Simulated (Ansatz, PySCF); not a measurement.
Noncovalent pair: HF (SMILES F) (first 2 atoms) with H2 (SMILES [H][H]); geometry from B3LYP-D3(BJ)/def2-TZVP.
(charge 0, multiplicity 1):
```xyz
4

F     -0.082     0.194    -0.504
H     -0.069     0.099     0.418
H     -0.091    -0.460     2.309
H      0.008     0.277     2.380
```

Basis-set superposition error: the interaction energy with monomers in their own basis, and in the dimer's basis (counterpoise).

Codes used: Ansatz (Gaussian basis) for Hartree–Fock, density functionals and correlated methods; PySCF for 6-31G* rows. 

```csv
level,uncorrected (kcal/mol),counterpoise (kcal/mol),difference
HF/6-31G*,0.56,0.76,0.20
HF/aug-cc-pVQZ,-0.28,-0.26,0.02
B3LYP/6-31G*,-0.38,-0.07,0.31
B3LYP/def2-TZVPPD,-0.97,-0.95,0.02
wB97X-V/def2-TZVPPD,-1.17,-1.16,0.02
wB97M-V/def2-TZVPPD,-1.10,-1.09,0.02
B2PLYP/def2-TZVPPD,-1.03,-0.97,0.06
SCS-MP2/aug-cc-pVDZ,-1.08,-0.60,0.48
CCSD/aug-cc-pVTZ,-1.05,-0.87,0.18
CCSD(T)/aug-cc-pVTZ,-1.18,-0.99,0.19
```

The error is largest for SCS-MP2/aug-cc-pVDZ (0.48 kcal/mol) and smallest for wB97X-V/def2-TZVPPD (0.02 kcal/mol).

Ansatz is an electronic-structure program.
